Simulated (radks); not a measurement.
Spherical quantum dot in the effective-mass picture: electrons in a well V = -V0 / (1 + exp((r - R)/a)) with V0 = 3.74, R = 8, a = 0.35, with a point charge +2 (a donor) at the centre, all in effective atomic units (hartree* = m*/eps^2 hartree, bohr* = eps/m* bohr), one dielectric constant everywhere. Calculated with a radial shooting solver with Libxc functionals: non-relativistic Kohn-Sham, PBEsol, spin-polarised, spherical densities. Levels are named by radial order and angular momentum (1s, 1p, 1d, 2s, ...), and open shells are averaged over m. Results are scaled to m* = 0.097 and eps = 6.5, for which hartree* = 62.47 meV and bohr* = 3.546 nm. Each electron was tried in the lowest free levels, single moves between levels near the top were tried too, and the lowest total energy was kept; such a search can miss a lower state. The series stops at N = 23: beyond it a trial failed or the search could not be trusted, so later rows were left out. At N = 1 the Hartree and exchange-correlation terms need not cancel, so that row can carry a self-interaction error.

\begin{tabular}{lrrrrrrr}
N & open shells & 2S & E (meV) & mu = E(N) - E(N-1) (meV) & addition energy mu(N+1) - mu(N) (meV) & e(HOMO) (meV) & rms radius (nm) \\ \hline
1 & 1s(up 1, down 0) & 1 & -356.697 & -356.70 & 67.56 & -328.96 & 3.145 \\
2 & none & 0 & -645.833 & -289.14 & 62.54 & -269.23 & 3.991 \\
3 & 2s(up 1, down 0) & 1 & -872.430 & -226.60 & 10.81 & -222.30 & 10.18 \\
4 & none & 0 & -1088.22 & -215.79 & 11.81 & -211.26 & 12.56 \\
5 & 1p(up 1, down 0) & 1 & -1292.20 & -203.98 & 9.151 & -199.12 & 14.03 \\
6 & 1p(up 3, down 0) 2s(up 1, down 0) & 4 & -1487.04 & -194.83 & 10.99 & -189.93 & 15.08 \\
7 & 1p(up 3, down 0) & 3 & -1670.88 & -183.84 & 11.22 & -179.49 & 15.87 \\
8 & 1p(up 3, down 1) & 2 & -1843.49 & -172.61 & 9.254 & -168.01 & 16.52 \\
9 & 1p(up 3, down 2) & 1 & -2006.85 & -163.36 & 9.343 & -158.69 & 17.06 \\
10 & none & 0 & -2160.87 & -154.02 & 14.03 & -149.34 & 17.51 \\
11 & 1d(up 1, down 0) & 1 & -2300.86 & -139.99 & 9.110 & -135.44 & 17.95 \\
12 & 1d(up 2, down 0) & 2 & -2431.74 & -130.88 & 9.124 & -126.32 & 18.32 \\
13 & 1d(up 3, down 0) & 3 & -2553.49 & -121.76 & 9.121 & -117.19 & 18.65 \\
14 & 1d(up 4, down 0) & 4 & -2666.13 & -112.63 & 9.111 & -108.08 & 18.94 \\
15 & 1d(up 5, down 0) & 5 & -2769.65 & -103.52 & 11.17 & -98.973 & 19.20 \\
16 & 1d(up 5, down 1) & 4 & -2862.00 & -92.349 & 8.886 & -87.911 & 19.43 \\
17 & 1d(up 5, down 2) & 3 & -2945.46 & -83.462 & 8.909 & -79.010 & 19.64 \\
18 & 1d(up 5, down 3) & 2 & -3020.01 & -74.553 & 8.917 & -70.095 & 19.84 \\
19 & 1d(up 5, down 4) & 1 & -3085.65 & -65.637 & 8.916 & -61.178 & 20.02 \\
20 & none & 0 & -3142.37 & -56.721 & 14.47 & -52.265 & 20.18 \\
21 & 1f(up 1, down 0) & 1 & -3184.62 & -42.249 & 8.792 & -37.853 & 20.35 \\
22 & 1f(up 2, down 0) & 2 & -3218.08 & -33.457 & 8.789 & -29.061 & 20.51 \\
23 & 1f(up 3, down 0) & 3 & -3242.75 & -24.668 & - & -20.275 & 20.65 \\
\end{tabular}

All shells are closed at N = 2, 4, 10, 20 (there: 1s2 1p6 1d10 2s2); the second difference of the energy has clear peaks (12 % above both neighbours; the first and last values, which can be the largest, are not judged, and half-filled shells can peak too) at N = 10, 15, 20.
